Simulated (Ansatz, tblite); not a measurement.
Removing and adding an electron: WNCl3. Total charge 0; singlet. Geometry: PBE0-D4/def2-SVP. Ansatz, gas phase; energy differences of separate SCF runs; the oxidised species was run as a doublet alone; the reduced species was run as a doublet alone.

```xyz
5

W     0.002    0.006   -0.003
N     0.358    1.459   -0.704
Cl    1.342   -0.083    1.820
Cl    0.504   -1.525   -1.594
Cl   -2.207    0.143    0.481
```

In the def2 sets W takes a core potential; there is no spin–orbit coupling. The xTB rows come from tblite. HOMO above LUMO, or a gap near zero within one spin, warns that the state may not be the lowest or that an electron is smeared out.

Task: Estimate orbital energies and vertical ionisation energies and electron affinities at: GFN1-xTB; GFN2-xTB; PBE-D4/def2-TZVP; PBE-D4/def2-TZVPD; r2SCAN-D4/def2-TZVP; r2SCAN-D4/def2-TZVPD; PBE0-D4/def2-TZVP; PBE0-D4/def2-TZVPD.

Result: 
| level | −HOMO (eV) | vertical IE (eV) | −LUMO (eV) | vertical EA (eV) | HOMO–LUMO gap (eV) | IE − EA (eV) | remarks |
| --- | --- | --- | --- | --- | --- | --- | --- |
| GFN1-xTB | 12.13 | 15.06 | 8.89 | 6.28 | 3.24 | 8.78 | – |
| GFN2-xTB | 10.30 | 13.84 | 9.41 | 6.94 | 0.90 | 6.90 | – |
| PBE-D4/def2-TZVP | 7.71 | 10.52 | 4.27 | – | 3.43 | – | gap within one spin near zero (+1 doublet) |
| PBE-D4/def2-TZVPD | 7.74 | – | 4.32 | 1.63 | 3.42 | – | HOMO above zero (-1 doublet), restricted SCF unstable in HF (singlet) |
| r2SCAN-D4/def2-TZVP | 8.05 | 10.72 | 4.26 | – | 3.79 | – | restricted SCF unstable in HF (singlet) |
| r2SCAN-D4/def2-TZVPD | 8.05 | – | 4.26 | 1.75 | 3.79 | – | HOMO above zero (-1 doublet), restricted SCF unstable in HF (singlet) |
| PBE0-D4/def2-TZVP | 9.08 | 10.96 | 3.55 | – | 5.53 | – | restricted SCF unstable in HF (singlet) |
| PBE0-D4/def2-TZVPD | 9.09 | – | 3.57 | 1.91 | 5.52 | – | restricted SCF unstable in HF (singlet) |

   A HOMO above zero means that the electron is unbound at that level or that self-interaction error raises the level; the energy of removing that electron tells which. Raw xTB energy differences between charge states are shifted by several eV; the methods need an empirical correction for them.
